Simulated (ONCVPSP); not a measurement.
## Ranking ONCV potentials for Sb (Z = 51)

All share these settings but for the change named:

antimony (Sb), optimised norm-conserving Vanderbilt (ONCV), made with ONCVPSP 4.0.1 (LDA (Perdew-Wang 92), scalar-relativistic). Core [Ar] 3d10, reference 4s2 4p6 4d10 5s1.5 5p3.5. Waves: 4s+5s: rc 1.20 bohr, ncon 4, nbas 8, qcut 9.9 1/bohr, 2 projectors; 4p+5p: rc 1.15 bohr, ncon 4, nbas 7, qcut 14.1 1/bohr, 2 projectors; 4d: rc 0.95 bohr, ncon 3, nbas 7, qcut 8.5 1/bohr, local. Local part: the d channel. Core correction: Teter function fitted to the true core (icmod 2), fcfact 0.5.

Cutoff: the first of the cutoffs (Ha) at which the residual kinetic energy of the hardest occupied pseudo-wave falls to 1 and 0.1 mHa per electron; the density cutoff is not measured.

The base gives 120 Ha.

Of 7 variants that were run, those that failed, showed a ghost or another fault, or gave nearly equal values are left out.

A variant can come out equal or close to the base.

Problem. Rank these variants from softest to hardest (loose cutoff).
A. p: ncon 3, nbas 6
B. s: qcut 9.4; p: qcut 13.4; d: qcut 8.1
C. d: rc 0.78
D. d: rc 1.02

Solution. D (105 Ha), A (120 Ha), B (179 Ha), C (262 Ha).
